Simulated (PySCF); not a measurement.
This script is equivalent to a calculation on Mg+ (magnesium, charge +1).

```python
from pyscf import gto, scf, dft, mp, cc
import basis_set_exchange as bse
mol = gto.M(atom="Mg 0 0 0", charge=1, spin=1, symmetry="D2h",
            basis=gto.basis.parse(bse.get_basis("cc-pVTZ-DK", elements=["Mg"], fmt="nwchem", header=False)),
            nucmod="G")
mf = dft.UKS(mol, xc="R2SCAN").sfx2c1e()
mf.irrep_nelec = {'Ag': (3, 2), 'B1u': (1, 1), 'B2u': (1, 1), 'B3u': (1, 1)}
mf.kernel()
```

Question: What total energy does it give?

Answer: -200.077 hartree (calculated).

Question: Which occupied shell lies highest, and where?

Answer: 3s α, at -12.073 eV.

Question: What is ⟨S²⟩, and what would a pure spin state give?

Answer: 0.750, against 0.75.
